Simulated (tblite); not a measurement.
Compound: CH₆Cl₂P₂Si.
Numbering: `[PH2:1][Si:2]([PH2:3])([Cl:4])[CH2:5][Cl:6]` (hydrogens: H7, H8 on P1; H9, H10 on P3; H11, H12 on C5)

A start from a force field or distance geometry was refined with GFN2-xTB geometry optimisation, gas phase in tblite. Values at the start:

| coordinate | start |
| --- | --- |
| P1–Si2 | 2.231 Å |
| P1–H7 | 1.415 Å |
| Si2–P3 | 2.202 Å |
| Si2–Cl4 | 2.055 Å |
| Si2–C5 | 1.839 Å |
| C5–Cl6 | 1.787 Å |
| C5–H11 | 1.095 Å |
| P1–Si2–P3 | 107.8° |
| P1–Si2–Cl4 | 107.3° |
| P1–Si2–C5 | 112.4° |
| Si2–C5–Cl6 | 110.8° |
| P3–Si2–Cl4 | 106.5° |
| Cl4–Si2–C5 | 109.0° |
| P1–Si2–C5–Cl6 | -62° |

How do these coordinates change at the GFN2-xTB level?

| coordinate | GFN2-xTB (Å or °) | change |
| --- | --- | --- |
| Si2–C5 | 1.923 | +0.084 |
| Si2–P3 | 2.272 | +0.070 |
| P1–H7 | 1.384 | -0.031 |
| P1–Si2 | 2.260 | +0.029 |
| C5–H11 | 1.087 | -0.008 |
| Si2–Cl4 | 2.048 | -0.007 |
| C5–Cl6 | 1.781 | -0.006 |
| P1–Si2–P3 | 117.4 | +9.6 |
| P3–Si2–Cl4 | 114.4 | +7.9 |
| P1–Si2–C5 | 105.4 | -7.0 |
| Si2–C5–Cl6 | 107.1 | -3.7 |
| Cl4–Si2–C5 | 106.2 | -2.8 |
| P1–Si2–Cl4 | 107.5 | +0.2 |
| P1–Si2–C5–Cl6 | -65 | -3 |

The energy falls by 25.6 kJ/mol over 60 L-BFGS steps, the largest force on an atom goes from 1.89 to 0.007 eV/Å, and the atoms move by 0.168 Å rms after alignment. The bond that changes most is Si2–C5 (chlorine-bound silicon to sp3 C–Cl carbon), which lengthens by 0.084 Å. Bonds longer at the end by more than 0.005 Å: 3 of 11; shorter: 7. Among the dihedrals that turn most is Cl4–Si2–P3–H10, from -50° to -36°. Rotational constants go from 1277, 827.1, 784.0 to 1218, 870.0, 761.1 MHz.

GFN2-xTB frequencies show an imaginary mode (25i cm⁻¹), so the point is no minimum at that level.

These are computed values.
